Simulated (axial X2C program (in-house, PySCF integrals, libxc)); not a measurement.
ZnH⁻: from the spin-free to the two-component result

All values were computed with an in-house all-electron X2C program for linear molecules (integrals from PySCF). Spin-free means the one-electron spin-free X2C Hamiltonian; two-component (2c) means X2C with spin–orbit coupling and atomic mean-field two-electron Coulomb and Gaunt terms, so the difference of the two also holds small scalar two-electron terms. Basis: Zn dyall-acv3z [10s11p7d4f2g], H dyall-av3z [7s3p2d] (cores contracted in-house); Gaussian nuclei, density fitting, unrestricted open shells. Masses: Zn 63.929 u, H 1.008 u.

Spin-free state: M_S = 0, Λ = 0 (closed shell); fragments Zn + H-.

```csv
level,Re (Å),ωe (cm⁻¹),De (eV),μ (D)
PBE0,1.761,1065.5,1.130,1.02
HF,1.781,1092.8,1.031,1.53
MP2,1.728,1119.8,1.039,n/a
CCSD,1.770,1031.7,1.030,n/a
CCSD(T),1.762,1073.7,n/a,n/a
PW91,1.769,1018.1,1.088,0.95
```

Correlated methods: 14 electrons correlated (number of frozen shells: Zn 3 s, 2 p; H none), 228 virtual spin orbitals or spinors in MP2, 90 natural virtuals in coupled cluster.

Dipoles are positive if H is the positive end and refer to the centre of mass.

Two-component determinant lowest at the distance of the search:

Ω = 0 (closed shell); fragments Zn + H-.

| level | Re (Å) | ωe (cm⁻¹) | De (eV) | μ (D) |
| --- | --- | --- | --- | --- |
| PBE0 | 1.761 | 1064.7 | 1.129 | 1.03 |
| HF | 1.782 | 1091.9 | 1.030 | 1.53 |
| MP2 | 1.729 | 1118.3 | 1.037 | n/a |
| CCSD | 1.771 | 1030.4 | 1.029 | n/a |
| CCSD(T) | 1.763 | 1072.8 | n/a | n/a |
| PW91 | 1.769 | 1017.3 | 1.087 | 0.96 |

**Question.** From the two tables, how do the constants change at the CCSD(T) level (2c against spin-free)?

**Answer.** At the CCSD(T) level Re is unchanged within 0.001 Å and ωe decreases by 0.9 cm⁻¹.

The state is one determinant whose occupation by symmetry is held fixed; it was picked as the lowest of a PBE0 search that is not exhaustive. De is counted from the lowest determinant-based energies of the atoms at the same level, without counterpoise correction. De is not given where an atomic determinant may have missed its ground term or J level, or where the truncated virtual space spoils (T). CCSD and (T) use frozen natural virtuals with an MP2 correction for the truncation; (T) itself is uncorrected, so its De runs slightly low. The highest occupied level of some functionals is positive through self-interaction error; at Hartree–Fock it is bound. The T1 diagnostic is large, a sign of multireference character. Hartree–Fock gets electron affinities wrong, so its lowest charge split need not be the true one.
